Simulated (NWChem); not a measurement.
# AlIClF; SMILES [F][Al]([Cl])[I]

Computed with NWChem. Coordinates come from a PBE0/def2-SVP optimisation. def2 effective core potentials on I; no spin-orbit coupling. Ions are spin-unrestricted doublets at the neutral geometry; other ion states weren't tried. Functional: LC-ωPBE (HJS hole) with def2-SVP; the question gives the range parameter ω in 1/bohr.

**Question.** Predict the results for range parameter (1/bohr) 0.20. Quantities: vertical ionisation energy, ΔSCF (eV); −ε(HOMO) (eV).

**Answer.** 
```json
{
  "vertical ionisation energy, ΔSCF (eV)": "10.52",
  "−ε(HOMO) (eV)": "9.63"
}
```
